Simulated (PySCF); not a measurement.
C2H8FNSi2, SMILES F[Si@@H]1CNC[SiH2]1. Geometry: r2SCAN-D4/def2-SVP. The structure was generated by enumeration; whether it is a known compound was not checked. Other conformers were not sampled.

Problem. Give the equilibrium geometry at r2SCAN-D4/def2-SVP (PySCF confirms it by a frequency run) as a Z-matrix. (An estimate is asked for; the answer gives what the named calculation found.)

Solution. This is not unique; one that fits is 
```
N
H 1 1.0210
C 1 1.4667 2 110.05
H 3 1.1018 1 109.37 2 -55.62
H 3 1.1054 4 106.29 1 117.08
C 1 1.4667 2 110.17 3 125.29
H 6 1.1022 1 109.35 2 52.22
H 6 1.1074 7 106.06 1 -117.34
Si 6 1.9203 7 113.39 8 -118.89
F 9 1.6389 6 111.89 7 97.00
H 9 1.4938 10 106.69 6 123.41
Si 3 1.9365 4 112.92 5 120.63
H 12 1.4953 3 116.83 4 -86.74
H 12 1.4972 13 109.50 3 -124.33
```
Charge 0, spin multiplicity 1.
